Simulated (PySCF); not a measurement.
IF: one state, many levels of theory

State: ¹Σ⁺ (singlet), closed shell. Set-up: basis I cc-pVDZ-PP with ECP28, F cc-pVDZ; scalar-relativistic core potentials; PySCF 2.14. De refers to I + F in their high-spin ground configurations, without counterpoise correction. A positive dipole means I(−)F(+).

```json
{"Level": "RHF", "Re (Å)": "1.924", "ωe (cm⁻¹)": "682", "De (eV)": "0.377", "μ (D)": "-2.74", "CPU s a point (SCF and correlation, without the integrals)": "0.02"}
{"Level": "RHF-MP2", "Re (Å)": "1.965", "ωe (cm⁻¹)": "613", "De (eV)": "2.29", "μ (D)": "n/a", "CPU s a point (SCF and correlation, without the integrals)": "0.029"}
{"Level": "RHF-SCS-MP2", "Re (Å)": "1.970", "ωe (cm⁻¹)": "602", "De (eV)": "2.20", "μ (D)": "n/a", "CPU s a point (SCF and correlation, without the integrals)": "n/a"}
{"Level": "RHF-CCSD", "Re (Å)": "1.967", "ωe (cm⁻¹)": "605", "De (eV)": "2.00", "μ (D)": "n/a", "CPU s a point (SCF and correlation, without the integrals)": "n/a"}
{"Level": "RHF-CCSD(T)", "Re (Å)": "1.976", "ωe (cm⁻¹)": "585", "De (eV)": "2.12", "μ (D)": "n/a", "CPU s a point (SCF and correlation, without the integrals)": "0.35"}
{"Level": "PBE", "Re (Å)": "1.981", "ωe (cm⁻¹)": "585", "De (eV)": "3.04", "μ (D)": "-2.07", "CPU s a point (SCF and correlation, without the integrals)": "0.25"}
{"Level": "PW91", "Re (Å)": "1.979", "ωe (cm⁻¹)": "587", "De (eV)": "3.08", "μ (D)": "-2.08", "CPU s a point (SCF and correlation, without the integrals)": "0.19"}
{"Level": "r²SCAN", "Re (Å)": "1.965", "ωe (cm⁻¹)": "606", "De (eV)": "2.63", "μ (D)": "-2.14", "CPU s a point (SCF and correlation, without the integrals)": "0.42"}
{"Level": "B3LYP", "Re (Å)": "1.968", "ωe (cm⁻¹)": "604", "De (eV)": "2.59", "μ (D)": "-2.26", "CPU s a point (SCF and correlation, without the integrals)": "0.26"}
{"Level": "PBE0", "Re (Å)": "1.953", "ωe (cm⁻¹)": "626", "De (eV)": "2.51", "μ (D)": "-2.23", "CPU s a point (SCF and correlation, without the integrals)": "0.47"}
{"Level": "BHandHLYP", "Re (Å)": "1.940", "ωe (cm⁻¹)": "648", "De (eV)": "1.99", "μ (D)": "-2.44", "CPU s a point (SCF and correlation, without the integrals)": "0.18"}
{"Level": "ωB97X", "Re (Å)": "1.952", "ωe (cm⁻¹)": "635", "De (eV)": "2.54", "μ (D)": "-2.36", "CPU s a point (SCF and correlation, without the integrals)": "0.28"}
```

Measured (Huber and Herzberg, Constants of Diatomic Molecules (1979)): Re = 1.909759 Å, ωe = 610.24 cm⁻¹.

The bond length runs from 1.924 Å (RHF) to 1.981 Å (PBE). De spans 0.38 eV (RHF, mean field) to 3.08 eV (PW91, GGA). Correlation at CCSD(T) changes the Hartree–Fock bond energy by +1.74 eV; the triples alone change it by +0.12 eV.

Correlated steps freeze 5 core orbitals. Correlated levels converge slowly with the basis: in double zeta they bind strong bonds too weakly, by up to about 1 eV, and carry superposition errors of some tenths. Spin–orbit coupling is left out, which matters for elements this heavy, above all for dissociation energies. Where the molecule has an RHF reference, its open-shell atoms are computed with UHF.

The whole job (state search and all levels along the bond) took about 0.62 min on 1 thread of Intel Xeon 6975P-C (shared host), peak memory 0.43 GiB.
